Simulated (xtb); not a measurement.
xtb job for SiBr2Cl2, SMILES Cl[Si](Cl)(Br)Br, GFN2-xTB. 

```
$ xtb mol.xyz --gfn 2 --sp --chrg 0 --uhf 0 --json
$ cat mol.xyz
5

Cl    -0.00000000    -1.66397821    -1.60451617
Si     0.00000000    -0.00000000    -0.47880220
Cl    -0.00000000     1.66397820    -1.60451619
Br     1.73336408     0.00000000     0.87509687
Br    -1.73336408     0.00000000     0.87509687
```

It prints:

```
[banner left out]
          |                Calculation Setup                |
           -------------------------------------------------



           -------------------------------------------------
          |                 G F N 2 - x T B                 |
           -------------------------------------------------

        Reference                      10.1021/acs.jctc.8b01176
      * Hamiltonian:
        H0-scaling (s, p, d)           1.850000    2.230000    2.230000
        zeta-weighting                 0.500000
      * Dispersion:
        s8                             2.700000
        a1                             0.520000
        a2                             5.000000
        s9                             5.000000
      * Repulsion:
        kExp                           1.500000    1.000000
        rExp                           1.000000
      * Coulomb:
        alpha                          2.000000
        third order                    shell-resolved
        anisotropic                    true
        a3                             3.000000
        a5                             4.000000
        cn-shift                       1.200000
        cn-exp                         4.000000
        max-rad                        5.000000


          ...................................................
          :                      SETUP                      :
          :.................................................:
          :  # basis functions                  50          :
          :  # atomic orbitals                  45          :
          :  # shells                           15          :
          :  # electrons                        32          :
          :  max. iterations                   250          :
          :  Hamiltonian                  GFN2-xTB          :
          :  restarted?                      false          :
          :  GBSA solvation                  false          :
          :  PC potential                    false          :
          :  electronic temp.          300.0000000     K    :
          :  accuracy                    1.0000000          :
          :  -> integral cutoff          0.2500000E+02      :
          :  -> integral neglect         0.1000000E-07      :
          :  -> SCF convergence          0.1000000E-05 Eh   :
          :  -> wf. convergence          0.1000000E-03 e    :
          :  Broyden damping             0.4000000          :
          :  net charge                          0          :
          :  unpaired electrons                  0          :
          ...................................................

 iter      E             dE          RMSdq      gap      omega  full diag
   1    -18.9748854 -0.189749E+02  0.922E+00    7.35       0.0  T
   2    -19.0393181 -0.644327E-01  0.671E+00    5.41       1.0  T
   3    -19.1484927 -0.109175E+00  0.362E+00    6.90       1.0  T
   4    -19.1653270 -0.168343E-01  0.274E+00    5.78       1.0  T
   5    -19.1880115 -0.226845E-01  0.140E+00    6.26       1.0  T
   6    -19.1701758  0.178357E-01  0.209E+00    6.84       1.0  T
   7    -19.1791739 -0.899810E-02  0.164E+00    6.80       1.0  T
   8    -19.1919494 -0.127755E-01  0.333E-01    6.47       1.0  T
   9    -19.1917300  0.219405E-03  0.284E-01    6.44       1.0  T
  10    -19.1920675 -0.337473E-03  0.665E-02    6.50       1.0  T
  11    -19.1920881 -0.206109E-04  0.112E-02    6.51       4.0  T
  12    -19.1920866  0.148907E-05  0.192E-02    6.51       2.3  T
  13    -19.1920879 -0.127856E-05  0.899E-03    6.51       5.0  T
  14    -19.1920883 -0.362717E-06  0.144E-03    6.51      31.0  T
  15    -19.1920883 -0.789390E-08  0.526E-04    6.51      85.0  T
  16    -19.1920883  0.308943E-08  0.885E-04    6.51      50.5  T

   *** convergence criteria satisfied after 16 iterations ***

         #    Occupation            Energy/Eh            Energy/eV
      -------------------------------------------------------------
         1        2.0000           -1.1164198             -30.3793
       ...           ...                  ...                  ...
        10        2.0000           -0.4878492             -13.2751
        11        2.0000           -0.4795149             -13.0483
        12        2.0000           -0.4768408             -12.9755
        13        2.0000           -0.4674383             -12.7196
        14        2.0000           -0.4625623             -12.5870
        15        2.0000           -0.4611439             -12.5484
        16        2.0000           -0.4584305             -12.4745 (HOMO)
        17                         -0.2190443              -5.9605 (LUMO)
        18                         -0.2151285              -5.8539
        19                         -0.2102791              -5.7220
        20                         -0.1993923              -5.4257
        21                         -0.0598144              -1.6276
       ...                                ...                  ...
        45                          1.1448992              31.1543
      -------------------------------------------------------------
                  HL-Gap            0.2393862 Eh            6.5140 eV
             Fermi-level           -0.3387374 Eh           -9.2175 eV

 SCC (total)                   0 d,  0 h,  0 min,  0.014 sec
 SCC setup                      ...        0 min,  0.000 sec (  0.919%)
 Dispersion                     ...        0 min,  0.000 sec (  0.232%)
 classical contributions        ...        0 min,  0.000 sec (  0.143%)
 integral evaluation            ...        0 min,  0.002 sec ( 15.810%)
 iterations                     ...        0 min,  0.008 sec ( 56.450%)
 molecular gradient             ...        0 min,  0.004 sec ( 25.545%)
 printout                       ...        0 min,  0.000 sec (  0.765%)

         :::::::::::::::::::::::::::::::::::::::::::::::::::::
         ::                     SUMMARY                     ::
         :::::::::::::::::::::::::::::::::::::::::::::::::::::
         :: total energy             -19.160195972819 Eh    ::
         :: gradient norm              0.000029482581 Eh/a0 ::
         :: HOMO-LUMO gap              6.514028784892 eV    ::
         ::.................................................::
         :: SCC energy               -19.192085124400 Eh    ::
         :: -> isotropic ES            0.031352711055 Eh    ::
         :: -> anisotropic ES         -0.010873280868 Eh    ::
         :: -> anisotropic XC         -0.044160466187 Eh    ::
         :: -> dispersion             -0.007577625270 Eh    ::
         :: repulsion energy           0.031889151581 Eh    ::
         :: add. restraining           0.000000000000 Eh    ::
         :: total charge               0.000000000000 e     ::
         :::::::::::::::::::::::::::::::::::::::::::::::::::::

           -------------------------------------------------
          |                Property Printout                |
           -------------------------------------------------

    * Orbital Energies and Occupations

         #    Occupation            Energy/Eh            Energy/eV
      -------------------------------------------------------------
         1        2.0000           -1.1164198             -30.3793
       ...           ...                  ...                  ...
         4        2.0000           -0.8713760             -23.7113
         5        2.0000           -0.6924905             -18.8436
         6        2.0000           -0.5274195             -14.3518
         7        2.0000           -0.5232247             -14.2377
         8        2.0000           -0.5184453             -14.1076
         9        2.0000           -0.4887680             -13.3001
        10        2.0000           -0.4878492             -13.2751
        11        2.0000           -0.4795149             -13.0483
        12        2.0000           -0.4768408             -12.9755
        13        2.0000           -0.4674383             -12.7196
        14        2.0000           -0.4625623             -12.5870
        15        2.0000           -0.4611439             -12.5484
        16        2.0000           -0.4584305             -12.4745 (HOMO)
        17                         -0.2190443              -5.9605 (LUMO)
        18                         -0.2151285              -5.8539
        19                         -0.2102791              -5.7220
        20                         -0.1993923              -5.4257
        21                         -0.0598144              -1.6276
        22                         -0.0594638              -1.6181
        23                         -0.0402845              -1.0962
        24                         -0.0371885              -1.0120
        25                         -0.0360654              -0.9814
        26                         -0.0316995              -0.8626
        27                         -0.0315917              -0.8597
       ...                                ...                  ...
        45                          1.1448992              31.1543
      -------------------------------------------------------------
                  HL-Gap            0.2393862 Eh            6.5140 eV
             Fermi-level           -0.3387374 Eh           -9.2175 eV

     #   Z          covCN         q      C6AA      α(0)
     1  17 Cl       0.828    -0.189   105.026    15.678
     2  14 Si       3.267     0.564   124.116    22.887
     3  17 Cl       0.828    -0.189   105.026    15.678
     4  35 Br       0.917    -0.092   187.474    22.076
     5  35 Br       0.917    -0.092   187.474    22.076

 Mol. C6AA /au·bohr⁶  :       3449.826959
 Mol. C8AA /au·bohr⁸  :     195427.511261
 Mol. α(0) /au        :         98.395145


Wiberg/Mayer (AO) data.
largest (>0.10) Wiberg bond orders for each atom

 ---------------------------------------------------------------------------
     #   Z sym  total        # sym  WBO       # sym  WBO       # sym  WBO
 ---------------------------------------------------------------------------
     1  17 Cl   1.271 --     2 Si   1.094
     2  14 Si   4.430 --     4 Br   1.121     5 Br   1.121     1 Cl   1.094
                             3 Cl   1.094
     3  17 Cl   1.271 --     2 Si   1.094
     4  35 Br   1.301 --     2 Si   1.121
     5  35 Br   1.301 --     2 Si   1.121
 ---------------------------------------------------------------------------

Topologies differ in total number of bonds
Writing topology from bond orders to xtbtopo.mol

molecular dipole:
                 x           y           z       tot (Debye)
 q only:       -0.000       0.000       0.333
   full:       -0.000       0.000      -2.321       5.899
molecular quadrupole (traceless):
                xx          xy          yy          xz          yz          zz
 q only:        1.654       0.000      -0.991      -0.000       0.000      -0.663
  q+dip:      -12.966      -0.000      10.248      -0.000      -0.000       2.718
   full:      -12.686      -0.000      10.185      -0.000      -0.000       2.501


           -------------------------------------------------
          | TOTAL ENERGY              -19.160195972819 Eh   |
          | GRADIENT NORM               0.000029482581 Eh/α |
          | HOMO-LUMO GAP               6.514028784892 eV   |
           -------------------------------------------------

------------------------------------------------------------------------
------------------------------------------------------------------------
 total:
 SCF:
Note: The following floating-point exceptions are signalling: IEEE_UNDERFLOW_FLAG IEEE_DENORMAL
normal termination of xtb
```

The run converged.

Cost: about 0.05 core-seconds (a rough figure).
